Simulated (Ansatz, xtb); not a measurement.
A geometry optimisation of BrClGaH3Si with r2SCAN-D4/def2-SVP

The starting geometry of this gas-phase singlet has its atoms placed at random.

```yaml
atoms:
  - { symbol: Br, position_ang: [1.3706, -1.5130, 0.7000] }
  - { symbol: Cl, position_ang: [0.7052, 0.6380, 0.3000] }
  - { symbol: Ga, position_ang: [0.1322, -1.6817, -0.9629] }
  - { symbol: Si, position_ang: [-1.1471, 0.4451, 0.2319] }
  - { symbol: H, position_ang: [-0.0368, -0.2608, 0.6370] }
  - { symbol: H, position_ang: [1.0202, 1.8011, -0.5897] }
  - { symbol: H, position_ang: [-0.7239, 0.8583, -0.9385] }
```

Problem. One run relaxed it with r2SCAN-D4/def2-SVP. What is a likely outcome?

Solution. It loosens into ClH3Si + BrGa, which stay close as a complex. Distances that change by over a tenth: Br1–Ga3 (2.08 → 2.43 Å), Cl2–Ga3 (2.70 → 4.18 Å), Cl2–Si4 (1.86 → 2.56 Å), Cl2–H6 (1.50 → 1.30 Å), Ga3–Si4 (2.75 → 3.23 Å), Si4–H5 (1.38 → 1.54 Å), Si4–H7 (1.31 → 1.54 Å). Contacts that open: Br1–Cl2 (2.29 → 3.33 Å), Br1–H5 (1.88 → 3.37 Å), Cl2–H5 (1.21 → 2.93 Å).

The energy falls by 12.99 eV over 21 steps:

```csv
step,E − E(last) (eV)
1,12.987
3,3.488
5,0.814
8,0.175
10,0.122
12,0.101
14,0.074
17,0.040
19,0.007
21,0.000
```

Final geometry (Å):

```yaml
atoms:
  - { symbol: Br, position_ang: [1.9515, -1.8526, -0.0189] }
  - { symbol: Cl, position_ang: [1.3330, 1.4137, 0.2375] }
  - { symbol: Ga, position_ang: [-0.3930, -2.3280, -0.4362] }
  - { symbol: Si, position_ang: [-1.1147, 0.8120, -0.2066] }
  - { symbol: H, position_ang: [-0.9410, -0.3406, 0.8020] }
  - { symbol: H, position_ang: [1.0961, 2.6863, 0.3398] }
  - { symbol: H, position_ang: [-0.6117, -0.1038, -1.3397] }
```

From the same start GFN2-xTB ends elsewhere, differing in Cl2–Si4 (3.39 against 2.56 Å here), Ga3–Si4 (2.46 against 3.23 Å here).

From so rough a start the end depends on the optimiser's path, so another program may land elsewhere. No frequencies were run, so the end isn't proven a minimum. Run with Ansatz 0.2.0, 56 s on 2 threads of Intel(R) Xeon(R) Platinum 8375C CPU @ 2.90GHz (Ice Lake) (shared host).
